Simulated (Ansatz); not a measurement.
`[CH3][GeH2][CH2][AlH2]` and `C[CH2][GeH2][CH3]` differ in one atom or group.

Ansatz, PBE0-D4/def2-TZVP geometries, multiplicity 1. Each molecule was computed in one conformer, which needn't be the lowest.

Scalar relativity is left out up to krypton.

```csv
property,`[CH3][GeH2][CH2][AlH2]`
LUMO energy (B3LYP/def2-TZVPP) / eV,-0.79
HOMO energy (PBE0/def2-TZVPP) / eV,-7.48
HOMO energy (PBE/def2-TZVPP) / eV,-6.31
size of the dipole moment (B3LYP/def2-TZVPP) / D,2.14
size of the dipole moment (ωB97M-V/def2-TZVPP) / D,2.14
HOMO energy (ωB97M-V/def2-TZVPP) / eV,-9.65
```

(1) What does the change do to each property? (Best estimate.)

## Answers

(1) Computed: 
```tsv
property	`C[CH2][GeH2][CH3]`	shift
LUMO energy (B3LYP/def2-TZVPP) / eV	0.68	1.47
HOMO energy (PBE0/def2-TZVPP) / eV	-8.00	-0.52
HOMO energy (PBE/def2-TZVPP) / eV	-6.78	-0.47
size of the dipole moment (B3LYP/def2-TZVPP) / D	0.75	-1.39
size of the dipole moment (ωB97M-V/def2-TZVPP) / D	0.72	-1.42
HOMO energy (ωB97M-V/def2-TZVPP) / eV	-10.20	-0.55
```

With PBE0 the HOMO falls by 0.52 eV and the LUMO rises by 1.59 eV, so the gap widens by about 2.11 eV. PBE moves the HOMO by -0.47 eV and ωB97M-V by -0.55 eV. Dipoles are sizes alone; their direction can turn.

B3LYP here is the variant with VWN-RPA as its local correlation; programs differ in this.
